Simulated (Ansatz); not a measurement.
Start from `[CH3][SnH]([CH3])[AlH2]` and change one atom or group to get `[CH3][SnH2][AlH2]`.

Ansatz, PBE0-D4/def2-TZVP geometries, multiplicity 1. 

Elements past krypton have def2 core potentials.

```csv
property,`[CH3][SnH]([CH3])[AlH2]`
size of the dipole moment (PBE/def2-TZVPP) / D,0.72
HOMO energy (PBE0/def2-TZVPP) / eV,-6.94
LUMO energy (PBE/def2-TZVPP) / eV,-2.80
LUMO energy (PBE0/def2-TZVPP) / eV,-2.06
HOMO–LUMO gap (ωB97M-V/def2-TZVPP) / eV,8.43
HOMO–LUMO gap (PBE0/def2-TZVPP) / eV,4.88
```

Question: Give the same properties after the change, and the shifts. (Best estimate.)

Answer: The calculation gave: 
```tsv
property	`[CH3][SnH2][AlH2]`	shift
size of the dipole moment (PBE/def2-TZVPP) / D	0.73	0.01
HOMO energy (PBE0/def2-TZVPP) / eV	-7.16	-0.22
LUMO energy (PBE/def2-TZVPP) / eV	-2.87	-0.07
LUMO energy (PBE0/def2-TZVPP) / eV	-2.13	-0.07
HOMO–LUMO gap (ωB97M-V/def2-TZVPP) / eV	8.59	0.16
HOMO–LUMO gap (PBE0/def2-TZVPP) / eV	5.03	0.15
```

With PBE0 the HOMO falls by 0.22 eV and the LUMO falls by 0.07 eV, so the gap widens by about 0.15 eV. PBE moves the HOMO by -0.21 eV and ωB97M-V by -0.21 eV. Dipoles are sizes alone; their direction can turn.
